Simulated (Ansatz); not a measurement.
All values below come from B3LYP-D3(BJ)/def2-TZVP run with Ansatz (a quantum-chemistry and plane-wave program). No frequencies were computed at this level.

Ansatz 0.2 input:
```yaml
crystal:
  periodic: [false, false, false]
  atoms:
    - { symbol: C, position_ang: [-0.781516, 0.009306, -0.05627] }
    - { symbol: O, position_ang: [0.387792, 0.885988, 0.019915] }
    - { symbol: C, position_ang: [1.558191, 0.383323, 0.109339] }
    - { symbol: O, position_ang: [2.012799, -0.722273, 0.161285] }
    - { symbol: H, position_ang: [-1.645906, 0.659588, 0.036794] }
    - { symbol: H, position_ang: [-0.781479, -0.505053, -1.016082] }
    - { symbol: H, position_ang: [-0.744968, -0.715905, 0.755307] }
basis:
  gaussian: { orbitals: def2-tzvp }
hamiltonian:
  xc: b3lyp
  dispersion: d3bj
relax:
  max_steps: 150
magnetization:
  spin_polarized: true
  initial_magnetization: 1
```

Output:

```
Functional definition: B3LYP
794 factors; their error is unknown
mean field evaluation 1: about -6212.0168 eV, gradient 4.0e1 eV
mean field evaluation 2: about -6203.1700 eV, gradient 6.4e1 eV
mean field evaluation 4: about -6217.6356 eV, gradient 4.5e0 eV
mean field evaluation 8: about -6217.7036 eV, gradient 1.2e-1 eV
mean field evaluation 16: about -6217.7071 eV, gradient 1.8e-4 eV
mean field -6217.70707798 eV, -228.4965206025 hartree, gradient 7.3e-5 eV, S^2 0.753338; 0 other end points of the search recorded, 0 dependent functions left out
reference -6217.70729124 eV, -228.4965284396 hartree; 16, 15 occupied and 126, 127 virtual orbitals, 794 factors
relax step   1: F+E_penalty+E_count = -6217.86801150 eV  Δ(F+E_penalty+E_count) = +0.000e0 eV  max|allowed force component| = 1.798e0 eV/Å  Δτ_max = 0.0000 Å  (31 SCF iters, accepted)
these checks for a lower state are left out or cut short: starts, cluster_reference, orbital_swaps, neighbouring_geometries, increment
794 factors; their error is unknown
mean field -6217.73899733 eV, -228.4976936171 hartree, gradient 1.7e-5 eV, S^2 0.753326; 0 other end points of the search recorded, 0 dependent functions left out
reference -6217.73920932 eV, -228.4977014074 hartree; 16, 15 occupied and 126, 127 virtual orbitals, 794 factors
relax step   2: F+E_penalty+E_count = -6217.90068052 eV  Δ(F+E_penalty+E_count) = -3.267e-2 eV  max|allowed force component| = 1.011e0 eV/Å  Δτ_max = 0.0383 Å  (36 SCF iters, accepted)
these checks for a lower state are left out or cut short: starts, cluster_reference, orbital_swaps, neighbouring_geometries, increment
794 factors; their error is unknown
mean field evaluation 32: about -6217.7574 eV, gradient 2.5e-5 eV
mean field -6217.75740635 eV, -228.4983701359 hartree, gradient 2.5e-5 eV, S^2 0.753379; 0 other end points of the search recorded, 0 dependent functions left out
reference -6217.75761542 eV, -228.4983778192 hartree; 16, 15 occupied and 126, 127 virtual orbitals, 794 factors
relax step   3: F+E_penalty+E_count = -6217.92078120 eV  Δ(F+E_penalty+E_count) = -2.010e-2 eV  max|allowed force component| = 4.393e-1 eV/Å  Δτ_max = 0.0842 Å  (37 SCF iters, accepted)
these checks for a lower state are left out or cut short: starts, cluster_reference, orbital_swaps, neighbouring_geometries, increment
794 factors; their error is unknown
mean field -6217.75769324 eV, -228.4983806790 hartree, gradient 2.5e-5 eV, S^2 0.753315; 0 other end points of the search recorded, 0 dependent functions left out
reference -6217.75790237 eV, -228.4983883642 hartree; 16, 15 occupied and 126, 127 virtual orbitals, 794 factors
relax step   4: F+E_penalty+E_count = -6217.92119478 eV  Δ(F+E_penalty+E_count) = -4.136e-4 eV  max|allowed force component| = 4.211e-1 eV/Å  Δτ_max = 0.0137 Å  (36 SCF iters, accepted)
these checks for a lower state are left out or cut short: starts, cluster_reference, orbital_swaps, neighbouring_geometries, increment
794 factors; their error is unknown
mean field -6217.75953594 eV, -228.4984483971 hartree, gradient 2.4e-5 eV, S^2 0.753348; 0 other end points of the search recorded, 0 dependent functions left out
reference -6217.75974532 eV, -228.4984560917 hartree; 16, 15 occupied and 126, 127 virtual orbitals, 794 factors
relax step   5: F+E_penalty+E_count = -6217.92275864 eV  Δ(F+E_penalty+E_count) = -1.564e-3 eV  max|allowed force component| = 1.056e-1 eV/Å  Δτ_max = 0.0353 Å  (35 SCF iters, accepted)
these checks for a lower state are left out or cut short: starts, cluster_reference, orbital_swaps, neighbouring_geometries, increment
794 factors; their error is unknown
mean field -6217.75984829 eV, -228.4984598756 hartree, gradient 2.6e-5 eV, S^2 0.753343; 0 other end points of the search recorded, 0 dependent functions left out
reference -6217.76005743 eV, -228.4984675616 hartree; 16, 15 occupied and 126, 127 virtual orbitals, 794 factors
relax step   6: F+E_penalty+E_count = -6217.92326705 eV  Δ(F+E_penalty+E_count) = -5.084e-4 eV  max|allowed force component| = 1.788e-2 eV/Å  Δτ_max = 0.0253 Å  (36 SCF iters, accepted)
these checks for a lower state are left out or cut short: starts, cluster_reference, orbital_swaps, neighbouring_geometries, increment
794 factors; their error is unknown
mean field -6217.75993597 eV, -228.4984630978 hartree, gradient 2.6e-5 eV, S^2 0.753344; 0 other end points of the search recorded, 0 dependent functions left out
reference -6217.76014513 eV, -228.4984707845 hartree; 16, 15 occupied and 126, 127 virtual orbitals, 794 factors
relax step   7: F+E_penalty+E_count = -6217.92334557 eV  Δ(F+E_penalty+E_count) = -7.852e-5 eV  max|allowed force component| = 2.439e-3 eV/Å  Δτ_max = 0.0122 Å  (36 SCF iters, accepted)
these checks for a lower state are left out or cut short: starts, cluster_reference, orbital_swaps, neighbouring_geometries, increment
794 factors; their error is unknown
mean field evaluation 64: about -6217.7598 eV, gradient 2.7e-1 eV
mean field -6217.75996117 eV, -228.4984640239 hartree, gradient 2.6e-5 eV, S^2 0.753346; 0 other end points of the search recorded, 0 dependent functions left out
reference -6217.76017034 eV, -228.4984717109 hartree; 16, 15 occupied and 126, 127 virtual orbitals, 794 factors
relax step   8: F+E_penalty+E_count = -6217.92337270 eV  Δ(F+E_penalty+E_count) = -2.712e-5 eV  max|allowed force component| = 1.507e-2 eV/Å  Δτ_max = 0.0154 Å  (35 SCF iters, accepted)
these checks for a lower state are left out or cut short: starts, cluster_reference, orbital_swaps, neighbouring_geometries, increment
794 factors; their error is unknown
mean field -6217.75996336 eV, -228.4984641046 hartree, gradient 1.1e-5 eV, S^2 0.753345; 0 other end points of the search recorded, 0 dependent functions left out
reference -6217.76017254 eV, -228.4984717918 hartree; 16, 15 occupied and 126, 127 virtual orbitals, 794 factors
relax step   9: F+E_penalty+E_count = -6217.92337399 eV  Δ(F+E_penalty+E_count) = -1.290e-6 eV  max|allowed force component| = 4.297e-3 eV/Å  Δτ_max = 0.0011 Å  (37 SCF iters, accepted)
794 factors; their error is unknown
mean field evaluation 96: about -6217.7600 eV, gradient 4.7e-3 eV
mean field -6217.75996336 eV, -228.4984641046 hartree, gradient 1.1e-5 eV, S^2 0.753345; 1 other end points of the search recorded, 0 dependent functions left out
reference -6217.76017254 eV, -228.4984717918 hartree; 16, 15 occupied and 126, 127 virtual orbitals, 794 factors
Total energy: -6217.92358317 eV, -228.5044770214 hartree
Atom 0 at    -0.757581     0.008022    -0.038225 Å, force     0.000736     0.000068    -0.001208 eV/Å
Atom 1 at     0.369661     0.932598     0.095043 Å, force     0.000827    -0.000915     0.002297 eV/Å
Atom 2 at     1.562292     0.387952     0.115869 Å, force    -0.000236    -0.003408    -0.002715 eV/Å
Atom 3 at     1.902274    -0.746066     0.043329 Å, force    -0.001460     0.004297     0.001471 eV/Å
Atom 4 at    -1.643319     0.634386    -0.035781 Å, force     0.000874    -0.000321     0.000098 eV/Å
Atom 5 at    -0.666857    -0.540523    -0.973628 Å, force    -0.000477    -0.000092     0.000676 eV/Å
Atom 6 at    -0.761556    -0.681395     0.803681 Å, force    -0.000263     0.000370    -0.000620 eV/Å
Dipole moment:    -0.570878     0.014572    -0.029143 e Å
```

Cost: around 50 core-seconds (rough).
